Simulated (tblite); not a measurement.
BrZn (SMILES [Zn+][Br]), charge +1, singlet, at a GFN2-xTB geometry (such geometries of metal compounds can be far from the true shape); GFN1-xTB in tblite.

Here is a job for tblite.
```
$ tblite run mol.xyz --method gfn1 --charge 1 --spin 0 --guess eeq --json tblite.json --no-restart

# file mol.xyz
2

Zn    -0.00000000    -0.00000000    -1.16683428
Br     0.00000000     0.00000000     1.00014367
```

What the program printed (banner, timings and long lists left out):

```
xTB calculator
 | screened Coulomb repulsion
 | Coulomb electrostatics
 |  * isotropic Klopman-Ohno-Mataga-Nishimoto electrostatics
 |  * onsite third-order electrostatics
 | DFT-D3(BJ) dispersion correction

halogen bonding energy    0.0000000000000E+00 Eh
repulsion energy          1.9479180636687E-02 Eh
dispersion energy        -4.0753116388006E-04 Eh
number of electrons       8.0000000000000E+00 e
integral cutoff           3.9672993110968E+01 bohr

------------------------------------------------------------
  cycle        total energy    energy error   density error
------------------------------------------------------------
      1     -4.009510056733  -4.0285817E+00   5.5752628E-01
      2     -3.652493848099   3.5701621E-01   7.9411098E-01
      3     -4.152068185246  -4.9957434E-01   2.8096288E-01
      4     -4.206767341471  -5.4699156E-02   5.5094091E-02
      5     -4.209413721084  -2.6463796E-03   4.2724826E-03
      6     -4.209424545498  -1.0824415E-05   4.6600449E-04
      7     -4.209424444775   1.0072339E-07   3.4612243E-04
      8     -4.209424559980  -1.1520499E-07   7.8078358E-05
      9     -4.209424562274  -2.2944047E-09   5.3318415E-07
------------------------------------------------------------

electronic energy        -4.2284962117472E+00 Eh
total energy             -4.2094245622743E+00 Eh

Post processing:
 | Mayer-Wiberg bond orders

[Info] JSON dump of results written to 'tblite.json'
```
